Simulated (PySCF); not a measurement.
BiBr$_{3}$, triplet, geometry from GFN2-xTB (such geometries of metal compounds can be far from the true shape) (a higher spin typed on purpose: for a closed-shell molecule this is an excited state) (core potentials on Bi).

Input for PySCF:
```python
from pyscf import gto, scf, dft

mol = gto.Mole()
mol.atom = '''
    Bi   -0.009649    0.051965   -0.005793
    Br   -1.592504   -2.060240    0.193467
    Br   -0.610712    3.288912   -0.366632
    Br    2.226099   -1.351902    0.186903
'''
mol.basis = 'def2-svp'
mol.ecp = {'Bi': 'def2-svp'}
mol.charge = 0
mol.spin = 2
mol.verbose = 4
mol.build()

mf = dft.UKS(mol)
mf.xc = 'r2scan'
mf = mf.density_fit(auxbasis='def2-universal-jkfit')
mf.kernel()
```

### Question
What does this run give for the Mulliken (on the basis functions themselves) charges in atom order, total energy?

### Answer

| Property | Result |
|---|---|
| Mulliken (on the basis functions themselves) charges in atom order | Bi1 0.65, Br2 -0.25, Br3 -0.16, Br4 -0.25 |
| total energy | -7936.2877 Eh |

These values belong to the state on which the SCF converged, which isn't shown to be the lowest.

### Question
Roughly what does it cost on one core?

### Answer
about 110 core-seconds (a rough figure).
